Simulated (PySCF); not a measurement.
CH₅FGaNO, SMILES C[O][Ga]([F])[NH2]. Coordinates come from a PBE-D3(BJ)/def2-SVP optimisation. The structure was generated by enumeration; whether it is a known compound was not checked. One conformer was computed; it need not be the lowest.

Computed equilibrium geometry at PBE-D3(BJ)/def2-SVP (PySCF confirms it by a frequency run) as bond lengths and angles (one conformer of several):
Atoms: Ga1 F2 O3 C4 H5 H6 H7 N8 H9 H10. Bond lengths (Å): Ga1–F2 1.763, Ga1–O3 1.794, Ga1–N8 1.824, O3–C4 1.414, C4–H5 1.112, C4–H6 1.116, C4–H7 1.117, N8–H9 1.023, N8–H10 1.023. Angles (°): F2–Ga1–O3 114.5, F2–Ga1–N8 119.1, O3–Ga1–N8 126.0, Ga1–O3–C4 121.4, O3–C4–H5 108.6, O3–C4–H6 112.4, O3–C4–H7 113.8, H5–C4–H6 107.1, H5–C4–H7 107.0, H6–C4–H7 107.5, Ga1–N8–H9 117.3, Ga1–N8–H10 118.7, H9–N8–H10 110.6.
